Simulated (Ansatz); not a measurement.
Consider the stannylene formation by 1,1-elimination: `[OH][Sn]([OH])([Br])[Br]` → Br₂ + `[OH][Sn][OH]`.

Program: Ansatz. Geometries: PBE0-D4/def2-TZVP. ΔE: electronic, gas phase. CCSD(T)/CBS is the MP2 limit (def2-TZVPP, def2-QZVPP) plus CCSD(T) − MP2 in def2-TZVPP, frozen cores. Functionals use def2-TZVPP. def2 core potentials past Kr. For Br, Sn outer-core shells are correlated without core-valence functions, which leaves a few kJ/mol of doubt a bond. Scalar relativity is left out up to krypton. One conformer a species, not always the lowest.

```csv
level,ΔE (kJ/mol)
BLYP,175.3
CCSD/def2-SVP,265.5
```

**Question.** What does CCSD(T)/CBS give? (Estimate.)

**Answer.** The calculation gave: +258.2 kJ/mol. The listed levels differ from it by -82.9, 7.3 kJ/mol.

Largest T1 diagnostic among the species: 0.018.

From r2SCAN to r2SCAN0 (25 % exact exchange), in def2-TZVPP and without D4, ΔE moves by +12.9 kJ/mol. Leaving LDA and LC-ωPBE aside and taking each functional with its dispersion term where it has one, the values, not all of them listed here, spread over 75.9 kJ/mol, from BLYP-D4 to PBE-QIDH. LDA lies +30.3 kJ/mol from PBE without D4.

CCSD(T)/CBS has its own doubt, a few kJ/mol and more with outer-core shells, so smaller differences from it don't rank the levels.
